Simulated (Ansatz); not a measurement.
H6N3Y (`[NH2][Y]([NH2])[NH2]`) at its PBE0-D4/def2-TZVP geometry, where that method's forces vanish. The species carries charge 0 and has multiplicity 1. Y takes the def2 core potential.

```xyz
10

N     0.0328   -0.3535    2.1236
Y     0.0005    0.0014   -0.0001
N     1.6819   -0.5786   -1.2140
N    -1.7146    0.9329   -0.9101
H     0.7785   -0.7820    2.6598
H    -0.6944   -0.1268    2.7923
H     1.7807   -0.4651   -2.2163
H     2.5373   -1.0221   -0.8995
H    -1.8442    1.1480   -1.8920
H    -2.5583    1.2458   -0.4436
```

Problem. What forces (eV/Å) does ωB97M-V/def2-TZVPP give on these atoms in Ansatz? (An estimate is asked.)

Solution. Ansatz gave: 
```
N1   0.003 -0.020  0.119
Y2  -0.001  0.000 -0.001
N3   0.094 -0.033 -0.067
N4  -0.093  0.050 -0.048
H5  -0.041  0.017  0.014
H6   0.041 -0.020  0.006
H7   0.029 -0.018  0.031
H8  -0.013  0.013 -0.043
H9  -0.030  0.008  0.036
H10  0.011  0.002 -0.047
```
